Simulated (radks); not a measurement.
The numbers below are computed, except where a source is named.
Radial electron density D(r) = 4 pi r^2 rho(r) of an atom or ion with 63 electrons. Code: a radial shooting solver on a logarithmic mesh with Libxc functionals. Model: Dirac Kohn-Sham, PBE, spin-unpolarised, spherical densities, finite nucleus; Fermi nuclear charge, rms radius of each element as measured or else 0.836 A^(1/3) + 0.57 fm.

```
   r/bohr * D(r) (the largest magnitude, 109, reaches the edge; | marks zero)
 0.001087 | *
 0.001485 |   *
 0.002013 |     *
  0.00275 |         *
 0.003757 |              *
 0.005132 |                     *
 0.007011 |                             *
 0.009502 |                                    *
  0.01298 |                                          *
  0.01774 |                                          *
  0.02423 |                                       *
   0.0331 |                                      *
  0.04486 |                                            *
  0.06129 |                                                      *
  0.08372 |                                                    *
   0.1144 |                                          *
    0.155 |                                            *
   0.2118 |                                               *
   0.2893 |                             *
   0.3953 |                   *
     0.54 |                       *
   0.7318 |               *
   0.9998 |       *
    1.366 |    *
    1.866 |  *
    2.549 |*
    3.455 *
     4.72 *
    6.448 *
    8.809 *
    12.03 *
```

What is the nuclear charge?

Answer. Z = 63. The innermost maximum, from 1s, lies near gamma/Z bohr with gamma = sqrt(1 - (Z/c)^2) = 0.888, here 0.0141 bohr (found: 0.0156), and its height grows with Z. The density is that of neutral europium in [Xe] 4f7 6s2; the configuration itself is not fixed sharply by these data, and Z only to a few units. D(r) has 4 maxima, at r = 0.0156, 0.0685, 0.192, 0.531 bohr, and minima at 0.0301, 0.126, 0.380 bohr, inside which lie 2.02, 11.14, 29.26 electrons.
